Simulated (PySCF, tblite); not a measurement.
A set of runs on `C=C[C@H](BN)CC`; the geometry of each is named by its level. Settings lines and outputs come from a driver script.

Species: C₅H₁₂BN.
SMILES with atom numbers: `[CH2:1]=[CH:2][C@H:3]([BH:4][NH2:5])[CH2:6][CH3:7]` (hydrogens: H8, H9 on C1; H10 on C2; H11 on C3; H12 on B4; H13, H14 on N5; H15, H16 on C6; H17, H18, H19 on C7)

Step 1: GFN2-xTB geometry optimisation, gas phase (tblite 0.8.0) (from a force-field or distance-geometry start)
```json
{"job": {"kind": "relax", "xc": "GFN2-xTB", "basis": "xTB"}, "charge": 0, "multiplicity": 1}
```
```
step      E/eV     max force
  0    -569.44970    3.460
  1    -569.86651    1.960
  2    -570.04828    1.914
...
157    -570.65132    0.017
158    -570.65134    0.012
159    -570.65136    0.011
160    -570.65137    0.012
161    -570.65138    0.009
```

Energy lowered by 27.7 kcal/mol over 161 steps; largest atomic force 0.009 eV/Å at the end. «max force» is the largest atomic force in eV/Å.

Time: 1.0 s. Hardware: an Arm Neoverse V1 with one thread, shared host with 32 logical CPUs at a one-minute load of 27.

Step 2: GFN2-xTB harmonic vibrations, gas phase (tblite 0.8.0) (on the GFN2-xTB geometry)
```json
{"job": {"kind": "ir", "xc": "GFN2-xTB", "basis": "xTB"}, "charge": 0, "multiplicity": 1}
```
```
(table of modes left out)
```

51 modes from 36 to 3509 cm⁻¹ (unscaled, harmonic); zero-point energy 103.0 kcal/mol; all wavenumbers are real at this level.

On one thread of an Arm Neoverse V1 (shared host), this took 0.58 s of wall time.

Step 3: TDDFT wB97X-D/def2-SVPD, vertical, gas phase, core orbitals frozen in the response (PySCF 2.14.0, density-fitted response routines) (on the GFN2-xTB geometry)
```json
{"job": {"kind": "uv", "xc": "wB97X-D", "basis": "def2-SVPD", "nstates": 8, "ntriplets": 3}, "charge": 0, "multiplicity": 1}
```
```
...
Static polarisability (au): isotropic 84.536, principal 73.180 83.098 97.328
Singlet excitations
state   eV       nm        f      main configurations
  1   6.3689    194.7   0.17377   H->L 0.85
  2   7.1907    172.4   0.03286   H->L+1 0.51, H->L+4 0.39
  3   7.4972    165.4   0.14668   H->L+2 0.23, H-1->L 0.18, H->L+3 0.17
  4   7.5580    164.0   0.01920   H->L+3 0.45, H-1->L 0.22
  5   7.7082    160.8   0.05449   H-1->L 0.28, H->L+2 0.18, H->L+5 0.12
  6   7.8349    158.2   0.10104   H-1->L+1 0.21, H->L+4 0.20, H->L+1 0.15
  7   7.9044    156.9   0.03103   H-2->L 0.34, H-3->L 0.19, H->L+2 0.19
  8   7.9810    155.3   0.01835   H-2->L+1 0.37, H->L+1 0.21, H->L+4 0.15
Triplet excitations (Tamm-Dancoff, eV): 4.4435 6.4098 6.5746
```

HOMO -8.81 eV, LUMO 1.82 eV; lowest singlet 6.37 eV; lowest triplet 4.44 eV (Tamm–Dancoff); mean polarisability 84.5 au.

On one thread, Arm Neoverse V1 (aarch64), no GPU, shared host, this took 64 s wall and 1.0 GiB of memory at its peak.

Geometry of the electronic-property runs (GFN2-xTB):
```
atom  x, y, z in Å
C1    -0.285    2.427   -1.120
C2    -0.424    1.649   -0.061
C3     0.073    0.240    0.043
B4    -1.207   -0.725   -0.016
N5    -1.434   -1.470   -1.154
C6     0.883    0.061    1.338
C7     1.423   -1.358    1.469
H8    -0.679    3.430   -1.151
H9     0.233    2.095   -2.005
H10   -0.950    2.016    0.812
H11    0.741    0.050   -0.804
H12   -1.969   -0.794    0.872
H13   -0.824   -1.449   -1.955
H14   -2.226   -2.076   -1.288
H15    0.247    0.286    2.196
H16    1.717    0.768    1.346
H17    2.068   -1.602    0.627
H18    2.001   -1.467    2.385
H19    0.602   -2.072    1.488
```

 (This holds for the electronic-property runs.)

One conformer stands for the species.

Note: wB97X-D ran without an empirical dispersion term, which enters the total energy and its gradient alone.
